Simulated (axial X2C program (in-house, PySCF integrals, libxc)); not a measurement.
What spin–orbit coupling does to BI⁻

Calculated with an in-house relativistic program for diatomic molecules. Spin-free means the one-electron spin-free X2C Hamiltonian; two-component (2c) means X2C with spin–orbit coupling and atomic mean-field two-electron Coulomb and Gaunt terms, so the difference of the two also holds small scalar two-electron terms. Basis: I dyall-acv3z [12s13p9d5f1g], B dyall-av3z [8s7p3d2f] (cores contracted in-house); Gaussian nuclei, density fitting, unrestricted open shells. Masses: I 126.904 u, B 11.009 u.

Spin-free state: M_S = 1/2, Λ = 1 (beyond evenly filled blocks: π+α); fragments I- + B.

| level | Re (Å) | ωe (cm⁻¹) | De (eV) | μ (D) |
| --- | --- | --- | --- | --- |
| PBE0 | 2.357 | 343.6 | 1.157 | -5.99 |
| HF | 2.667 | 168.7 | 0.280 | -3.76 |
| MP2 | 2.359 | 333.8 | 0.964 | n/a |
| TPSS | 2.369 | 334.8 | 1.046 | -6.36 |

Correlated methods: 11 electrons correlated (number of frozen shells: I 4 s, 3 p, 2 d; B 1 s), 287 virtual spin orbitals or spinors in MP2.

Dipoles are positive if B is the positive end and refer to the centre of mass.

Problem. Within this multiplet, which Ω should lie lowest by the rule for regular and inverted multiplets?

Solution. The open π shell holds one electron, so the multiplet is regular: Ω = Λ − 1/2 = 1/2. The PBE0 2c search agrees, though Ω = 3/2 of the search lies only 0.05 eV higher.

Two-component determinant lowest at the distance of the search:

Ω = 1/2 (⟨Sz⟩ = -0.50, ⟨Lz⟩ = 1.00 at HF); fragments I- + B.

```csv
level,Re (Å),ωe (cm⁻¹),De (eV),μ (D)
PBE0,2.354,346.3,1.182,-6.07
HF,2.655,173.3,0.292,-3.87
MP2,2.356,337.2,0.986,n/a
TPSS,2.366,337.3,1.076,-6.44
```

Problem. From the two tables, how do the constants change at the MP2 level (2c against spin-free)?

Solution. At the MP2 level Re falls by 0.003 Å and ωe rises by 3.4 cm⁻¹; De is not compared, since the atomic limits differ or miss part of their spin–orbit lowering.

Occupations by symmetry block were frozen at the best pattern of an incomplete PBE0 search. Dissociation energies refer to the lowest single-determinant-based atoms at the same level and basis. Density functionals use the spin component along the axis (collinear). In 2c an atomic determinant is not the ground J level, so De misses part of the atomic spin–orbit lowering. This holds for PBE0, MP2, TPSS. The functionals have no current-density term, which raises determinants with orbital currents, atoms included. The highest occupied level of some functionals is positive through self-interaction error; at Hartree–Fock it is bound. Hartree–Fock gets electron affinities wrong, so its lowest charge split need not be the true one.
